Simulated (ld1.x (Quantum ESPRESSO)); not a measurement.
# What the settings do to the RRKJ potential of Ag

Base potential:

- Element: silver
- Generator: ld1.x (Quantum ESPRESSO) 7.5
- Type: norm-conserving RRKJ (Kleinman–Bylander form)
- Functional: PBE
- Relativity: fully relativistic
- Frozen core: [Kr]
- Valence charge: 11
- Reference configuration: 4d10 5s0 5p1
- Partial waves: 5p (bound): rc 2.35 bohr; 4d (bound): rc 1.90 bohr; 5s (bound, empty): rc 1.85 bohr
- Local potential: the s channel
- Core correction: a·sin(br)/r model core inside 1.50 bohr
- rho0: 0.001

Open shells are filled in proportion to 2j + 1 (rel_dist='average').

Cutoffs, loose and tight: the cutoffs (Ry, on a coarse ladder) from which the occupation-weighted sum of valence levels, in a spherical-Bessel basis at the reference potential, stays within 10 and 1 mRy of its value at 400 Ry. They do not see the model core or the augmentation charge, which bear on the density cutoff. Test errors are all-electron minus pseudo excitation energies from the reference, over the configurations 4d10 5s1 5p0; 4d10 5s0 5p0; 4d9 5s0 5p0; 4d10 5s0.5 5p0; 4d9 5s1 5p0; 4d8 5s0 5p0; 4d9 5s2 5p0. A dash means not determined; rows that change the core or the reference have their own tests. The largest error is taken over the tests solved by every variant that gives reliable tests at all: 4d10 5s0 5p0; 4d10 5s0.5 5p0; 4d8 5s0 5p0; 4d9 5s0 5p0; 4d9 5s1 5p0; 4d9 5s2 5p0.

| change | outcome | cutoff, loose | cutoff, tight | bound ghosts | largest test error (meV) |
| --- | --- | --- | --- | --- | --- |
| base | generated | 45 Ry | 60 Ry | none | -590 |
| wave 4d (bound): rc 1.90 bohr becomes 4d (bound): rc 1.22 bohr | generated | 100 Ry | 140 Ry | none | -678 |
| wave 4d (bound): rc 1.90 bohr becomes 4d (bound): rc 1.52 bohr | generated | 60 Ry | 70 Ry | none | -666 |
| wave 4d (bound): rc 1.90 bohr becomes 4d (bound): rc 1.86 bohr | generated | 50 Ry | 60 Ry | none | -606 |
| wave 4d (bound): rc 1.90 bohr becomes 4d (bound): rc 2.10 bohr | generated | 40 Ry | 55 Ry | none | -489 |
| wave 4d (bound): rc 1.90 bohr becomes 4d (bound): rc 2.26 bohr | generated | 35 Ry | 50 Ry | none | -358 |
| wave 4d (bound): rc 1.90 bohr becomes 4d (bound): rc 2.62 bohr | generated | 30 Ry | 40 Ry | none | +143 |
| wave 4d (bound): rc 1.90 bohr becomes 4d (bound): rc 2.82 bohr | generated | 25 Ry | 35 Ry | none | +408 |

Reading the sweep of the d radius (base included, trends over the rows without a ghost): The loose cutoff falls from 100 Ry at 1.22 to 25 Ry at 2.82 bohr. A larger radius leaves more room for a smooth pseudo-wave, so fewer plane waves are needed; a smaller one forces it to follow the all-electron wave where it bends sharply. The median size of the test errors (rows with all tests solved) is not monotonic: lowest 10.6 meV at 2.26 bohr, highest 104.6 meV at 1.22 bohr.
